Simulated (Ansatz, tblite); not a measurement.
Cost and result up the ladder for `c1ccc(-c2ccc(-c3ccccc3)cc2)cc1` (32 atoms). The state is a singlet with charge 0. Geometry: r2SCAN-D4/def2-SVP.

Cartesian coordinates in Å:
```
C -3.1113 -3.4664 3.3375
C -1.9866 -3.9568 2.6664
C -1.2290 -3.1129 1.8526
C -1.5777 -1.7578 1.6922
C -0.7741 -0.8625 0.8303
C -0.1731 -1.3345 -0.3518
C 0.5807 -0.4912 -1.1646
C 0.7741 0.8625 -0.8303
C 1.5776 1.7578 -1.6923
C 2.3787 2.7728 -1.1340
C 3.1373 3.6164 -1.9471
C 3.1114 3.4664 -3.3373
C 2.3198 2.4637 -3.9065
C 1.5627 1.6185 -3.0937
C 0.1756 1.3337 0.3534
C -0.5831 0.4918 1.1630
C -2.7124 -1.2784 2.3751
C -3.4708 -2.1233 3.1870
H -3.7052 -4.1280 3.9746
H -1.6901 -5.0034 2.7853
H -0.3346 -3.5001 1.3555
H -0.3161 -2.3776 -0.6486
H 1.0464 -0.8937 -2.0688
H 2.4290 2.8806 -0.0464
H 3.7613 4.3907 -1.4907
H 3.7053 4.1281 -3.9744
H 2.2837 2.3445 -4.9936
H 0.9252 0.8560 -3.5511
H 0.2918 2.3848 0.6332
H -1.0222 0.8866 2.0838
H -3.0190 -0.2366 2.2423
H -4.3552 -1.7317 3.6988
```

Ansatz on 2 threads of AMD EPYC 7R13 on a shared host and a share (18 GiB) of an NVIDIA H100 80GB HBM3; xTB runs through tblite on one thread. Times are rough, summed over both states, and most runs start from the orbitals of an earlier one. PBE0-D4/def2-TZVP serves as the yardstick here, not as an exact answer. The other state is a doublet.

The xTB rows come from tblite. HSE06 is defined as in plane-wave codes, on full-range PBE exchange. Single mean-field runs in def2-TZVP are fitted with def2-universal-jkfit.

Raw xTB energies of ions are shifted by several eV.

```csv
level,functions,wall time
GFN2-xTB,86,0.055 s
GFN1-xTB,100,0.07 s
PBE-D4/def2-TZVP,642,20 s
HSE06-D4/def2-TZVP,642,22 s
PBE0-D4/def2-TZVP (with forces),642,24 s
```

(1) Estimate what each level gives for the vertical IE (eV).

## Answers

(1) 
```tsv
level	vertical IE (eV)	difference from PBE0-D4/def2-TZVP (eV)
GFN2-xTB	12.21	4.66
GFN1-xTB	13.16	5.61
PBE-D4/def2-TZVP	7.34	-0.20
HSE06-D4/def2-TZVP	7.51	-0.04
PBE0-D4/def2-TZVP (with forces)	7.55	0.00
```
